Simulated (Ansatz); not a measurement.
The cluster SnTe₂, relaxed as a quintet with UKS PBE-D4/def2-SVP in Ansatz, starting from the PBE-D4/def2-SVP geometry of the neutral singlet. Force threshold 0.02 eV/Å.

In the def2 sets Sn, Te take a core potential; there is no spin–orbit coupling. At PBE-D4/def2-SVP a singlet of charge 0 lies 2.82 eV below the quintet, each at its own geometry. The structure comes from a short search, and lower isomers may exist.

Start:

```xyz
3

Sn   -0.155    0.738   -1.402
Te    0.648    0.815    1.261
Te   -0.493   -1.553    0.141
```

Question: Estimate the energy that the relaxation releases and the steps that it takes.

Answer: 74.3 kJ/mol, in 5 steps; 7.5 s on 4 threads of Arm Neoverse V2 on a shared host. No frequencies were taken in this run, so the end may be a saddle point.

Question: Does the start keep its bonding and symmetry?

Answer: Bonds lost: Te2–Te3 (atoms count from 1). Point group C2v at the start, C2v at the end, both within 0.05 Å.

Question: Predict the relaxed structure.

Answer: 
```xyz
3

Sn   -0.142    0.674   -1.282
Te    0.789    1.154    1.346
Te   -0.647   -1.828   -0.064
```
Bond lengths: 2 × Sn–Te 2.83 Å.
